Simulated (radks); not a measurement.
Question: Valence configurations of Pm II (all share [Xe]). All-electron calculation, scalar-relativistic Kohn-Sham, PBE, spin-polarised, spherical densities, point nucleus; open shells are filled with parallel spins first (spin-orbit coupling, left out, can overturn this in heavy ions). Program: a radial shooting solver on a logarithmic mesh with Libxc functionals. Order these by energy: 4f3 5d2 6s1; 4f5 6p1; 4f3.5 5d0.5 6s1.5 6p0.5; 4f4 6s1 6p1; 4f4 6s1.5 6p0.5; 4f4 6s2; 4f5 6s1; 4f4.5 5d0.5 6s1; 4f4.5 6s1 6p0.5; 4f5 5d1.

Answer: From the lowest, in eV above it: 4f5 6s1 0.000; 4f5 5d1 1.149; 4f4.5 5d0.5 6s1 1.256; 4f4.5 6s1 6p0.5 2.669; 4f5 6p1 3.118; 4f4 6s2 4.329; 4f4 6s1.5 6p0.5 5.866; 4f4 6s1 6p1 7.145; 4f3.5 5d0.5 6s1.5 6p0.5 9.883; 4f3 5d2 6s1 11.559. NIST lists [Xe] 4f5 6s1 as the ground configuration; this level of theory agrees among the configurations tried. The energies are those of spherical high-spin densities, not of single terms.
